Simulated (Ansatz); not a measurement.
Reaction (redistribution): `OCB[SiH3]` + `CB[SiH](C)F` → `C[SiH](F)B[SiH3]` + `CBCO`

Program: Ansatz. Geometries: PBE0-D4/def2-TZVP. ΔE: electronic, gas phase. CCSD(T)/CBS is the MP2 limit (def2-TZVPP, def2-QZVPP) plus CCSD(T) − MP2 in def2-TZVPP, frozen cores. DFT in def2-TZVPP. Each species was taken in one conformer, which may not be the lowest.

```
         level  ΔE (kcal/mol)
        PBE-D4           -2.3
MP2/def2-TZVPP           -2.2
```

Q: What does CCSD(T)/CBS give? (Estimate.)

A: Ansatz gave: -2.5 kcal/mol. The listed levels differ from it by 0.2, 0.3 kcal/mol.

Largest T1 diagnostic among the species: 0.012.
